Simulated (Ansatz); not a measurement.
`CO[SiH](C)Cl`, relaxed with RKS PBE0-D4/def2-TZVP in Ansatz 0.2.0 from a PBE-D4/def2-SVP geometry. The force threshold is 0.005 eV/Å; the program also tests the step.

Charge 0, multiplicity 1.

Start:

```xyz
12

C     0.609   -1.789    0.311
O    -0.580   -1.195   -0.179
Si   -0.689    0.368   -0.758
C    -0.239    1.652    0.529
Cl    0.629    0.600   -2.372
H     1.424   -1.764   -0.447
H     0.980   -1.289    1.235
H     0.396   -2.849    0.558
H    -2.089    0.498   -1.262
H     0.817    1.545    0.847
H    -0.890    1.550    1.421
H    -0.367    2.674    0.117
```

How much energy does the relaxation release, and in how many steps? (Best estimate.)

Ansatz gave: 6.98 kJ/mol, in 10 steps.

Which bonds change most? (Estimate.)

The calculation gave: O2–Si3 from 1.670 to 1.630 Å; Si3–Cl5 from 2.096 to 2.067 Å; Si3–C4 from 1.873 to 1.853 Å; C1–H7 from 1.114 to 1.096 Å.

Give the relaxed structure. (Estimate.)

Ansatz gave: 
```xyz
12

C     0.614   -1.776    0.304
O    -0.562   -1.169   -0.182
Si   -0.676    0.358   -0.742
C    -0.243    1.634    0.530
Cl    0.618    0.605   -2.336
H     1.394   -1.795   -0.463
H     0.999   -1.255    1.187
H     0.373   -2.802    0.585
H    -2.053    0.494   -1.256
H     0.795    1.531    0.857
H    -0.894    1.538    1.402
H    -0.365    2.637    0.115
```
